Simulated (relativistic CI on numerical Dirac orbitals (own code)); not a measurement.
# Ti⁺: resonant inelastic scattering at the L2,3 edge

Computed with this model: Dirac-Coulomb-Breit CI, orbitals from a KLI potential per configuration, model QED, valence Slater integrals scaled by 0.9, Kramers-Heisenberg scattering through one core-hole configuration in a parametric crystal field; configurations [Ar] 3d3 → [He] 2s2 2p5 3s2 3p6 3d4; 300 K; core-hole width 0.4 eV; summed over polarisations. Incident energies are the highest absorption maxima for each field (at most a few, so the weaker spin-orbit partner edge can be absent), on the computed scale of the free ion. Intensities are in per cent of the strongest line above 0.02 eV; levels within 1 cm⁻¹ are merged; final levels count from the ground level, the first row holds all elastic scattering, lines under 0.4 are left out and each table stops after 24 rows. The scale of the Slater integrals is a model choice and moves the terms in proportion. The configuration is assumed, with all valence electrons in the open shell; the free ion's ground configuration is another.

Field parameters in Wybourne normalisation: D3d B²₀ = −7Dσ, B⁴₀ = −14Dq − 21Dτ, B⁴₃ = −14√(10/7) Dq. The field is a parameter set, without covalency.

S is read from ⟨S²⟩ = S(S + 1).

D3d, 10Dq = 13350, Dσ = -1200, Dτ = -270 cm⁻¹:

| Final level (eV) | Degeneracy | Irrep | S | 455.1 eV | 456.3 eV | 460.9 eV |
| --- | --- | --- | --- | --- | --- | --- |
| 0.000 | 4 | Γ4+Γ5+Γ6 | 1.50 | 465.6 | 750.2 | 768.6 |
| 1.187 | 2 | Γ4 | 0.51 | 4.3 | 12.3 | 45.1 |
| 1.193 | 2 | Γ5+Γ6 | 0.51 | 8.3 | 20.4 | 27.0 |
| 1.322 | 2 | Γ4 | 1.50 | 9.1 | 30.0 | 48.8 |
| 1.323 | 2 | Γ4 | 1.50 | 7.8 | 25.9 | 100.0 |
| 1.324 | 2 | Γ5+Γ6 | 1.50 | 3.7 | 19.1 | 85.8 |
| 1.325 | 2 | Γ4 | 1.50 | 3.3 | 14.1 | 58.1 |
| 1.490 | 2 | Γ4 | 0.50 | 4.0 | 8.6 | 16.9 |
| 1.490 | 2 | Γ5+Γ6 | 0.50 | 2.4 | 5.7 | 30.9 |
| 1.581 | 2 | Γ4 | 0.50 | 4.4 | 7.1 | 36.7 |
| 1.761 | 2 | Γ5+Γ6 | 1.50 | 5.9 | 13.1 | 73.3 |
| 1.762 | 2 | Γ4 | 1.50 | 5.9 | 11.1 | 77.7 |
| 2.097 | 2 | Γ4 | 0.50 | 4.9 | 8.3 | 46.0 |
| 2.300 | 2 | Γ4 | 1.50 | 2.5 | 10.4 | 37.1 |
| 2.301 | 2 | Γ5+Γ6 | 1.50 | 3.5 | 13.8 | 30.2 |
| 2.301 | 2 | Γ4 | 1.50 | 5.3 | 17.1 | 19.0 |
| 2.301 | 2 | Γ4 | 1.50 | 5.1 | 16.1 | 18.7 |
| 2.416 | 2 | Γ5+Γ6 | 1.50 | 3.3 | 8.2 | 17.5 |
| 2.416 | 2 | Γ4 | 1.50 | 4.9 | 8.7 | 26.5 |
| 2.503 | 2 | Γ5+Γ6 | 0.51 | 4.4 | 13.5 | 34.9 |
| 2.513 | 2 | Γ4 | 0.50 | 4.3 | 13.2 | 30.7 |
| 2.669 | 2 | Γ4 | 0.50 | 0.4 | 2.8 | 12.1 |
| 2.683 | 2 | Γ4 | 0.50 | 0.8 | 6.3 | 7.3 |
| 2.687 | 2 | Γ5+Γ6 | 0.50 | 1.0 | 5.6 | 11.4 |

D3d, 10Dq = 13350, Dσ = -860, Dτ = -270 cm⁻¹:

```tsv
Final level (eV)	Degeneracy	Irrep	S	455 eV	456.2 eV	460.9 eV
0.000	4	Γ4+Γ5+Γ6	1.50	557.7	635.8	750.6
1.253	2	Γ4	0.52	3.9	8.6	43.0
1.259	2	Γ5+Γ6	0.51	6.5	16.0	28.5
1.365	2	Γ4	1.50	11.1	23.6	50.3
1.366	2	Γ4	1.50	8.2	18.9	100.0
1.367	2	Γ5+Γ6	1.49	4.6	18.3	80.2
1.368	2	Γ4	1.49	3.2	13.3	51.6
1.506	2	Γ4	0.50	3.5	6.4	16.8
1.506	2	Γ5+Γ6	0.50	2.0	5.0	32.3
1.566	2	Γ4	0.50	3.1	5.3	34.4
1.710	2	Γ5+Γ6	1.50	8.0	12.0	74.6
1.710	2	Γ4	1.50	7.4	10.7	74.1
2.130	2	Γ4	0.50	4.1	7.5	43.7
2.265	2	Γ4	1.50	3.6	7.0	29.0
2.266	2	Γ5+Γ6	1.50	4.6	8.6	24.2
2.266	2	Γ4	1.50	6.2	12.3	15.7
2.267	2	Γ4	1.50	6.8	13.7	14.9
2.412	2	Γ5+Γ6	1.29	3.5	6.5	14.3
2.415	2	Γ4	1.47	6.2	7.0	21.1
2.425	2	Γ5+Γ6	0.85	4.0	11.2	36.9
2.433	2	Γ4	0.55	3.3	10.8	34.9
2.693	2	Γ4	0.50	0.2	2.1	10.4
2.743	2	Γ4	0.50	0.5	5.1	7.6
2.747	2	Γ5+Γ6	0.50	0.7	4.6	10.4
```

For the first field the strongest loss at the lowest incident energy is the level at 1.32 eV (S = 1.50, against 1.50 in the thermal ground state). Levels of other spin, the first over 8 % at 1.19 eV, appear because spin-orbit coupling of the core hole, and in heavier ions of the valence shell too, mixes spins.
